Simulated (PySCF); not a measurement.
# Where the electron goes

Compound: BCl2(CH2SiH3), CH5BCl2Si.
Structure used (PBE0-D3(BJ)/def2-SVP), in Å, numbered top down from 1:
```
atom  x, y, z in Å
B1     0.704    1.145   -0.682
Cl2    2.456    1.191   -0.572
Cl3   -0.162    2.672   -0.593
C4    -0.057   -0.197   -0.780
Si5   -0.500   -0.827    0.956
H6    -1.010   -0.086   -1.320
H7     0.553   -0.982   -1.253
H8     0.741   -1.014    1.764
H9    -1.388    0.156    1.644
H10   -1.211   -2.135    0.841
```

Method used: PySCF, TDDFT wB97X-D/def2-SVPD, vertical, gas phase, core orbitals frozen in the response.

Frontier orbitals with the atoms that hold most of them (Löwdin shares over 4%, at most four atoms; ? is withheld):

```json
{"orbital": "LUMO+2", "ε (eV)": "2.27", "atoms": "Si5 49%, H9 12%, H8 12%, H10 7%"}
{"orbital": "LUMO+1", "ε (eV)": "1.46", "atoms": "B1 43%, Si5 13%, Cl2 12%, Cl3 12%"}
{"orbital": "LUMO", "ε (eV)": "0.38", "atoms": "?"}
{"orbital": "HOMO", "ε (eV)": "-10.92", "atoms": "Cl2 57%, C4 14%, Cl3 8%, B1 8%"}
{"orbital": "HOMO-1", "ε (eV)": "-10.94", "atoms": "Cl3 60%, C4 12%, Cl2 11%, B1 7%"}
{"orbital": "HOMO-2", "ε (eV)": "-11.35", "atoms": "Cl3 38%, Cl2 36%, Si5 8%, B1 6%"}
{"orbital": "HOMO-3", "ε (eV)": "-11.52", "atoms": "C4 26%, Si5 21%, Cl2 13%, Cl3 11%"}
```

**Question.** Which atoms hold the LUMO, and with what shares?

**Answer.** B1 (bonded to C and 2 Cl) 40%; Cl2 (bonded to B) 16%; Cl3 (bonded to B) 16%; C4 (bonded to B, Si and 2 H) 12%. By element: boron 40%, chlorine 33%, carbon 12%.

**Question.** How does S1 compare with the orbital gap of 11.31 eV?

**Answer.** S1 is at 6.26 eV (f = 0.0002), 5.04 eV below the gap, made of HOMO→LUMO (50%), HOMO-1→LUMO (47%). Without the coupling terms of the response equations the lowest excitation would equal the gap.

Next come S2 at 6.31 eV (f 0.029), HOMO-1→LUMO (46%), HOMO→LUMO (42%); S3 at 7.26 eV (f 0.113), HOMO-2→LUMO (91%); S4 at 7.31 eV (f 0.194), HOMO-3→LUMO (84%); S5 at 7.83 eV (f 0.012), HOMO-4→LUMO (88%).

One conformer stands for the species.
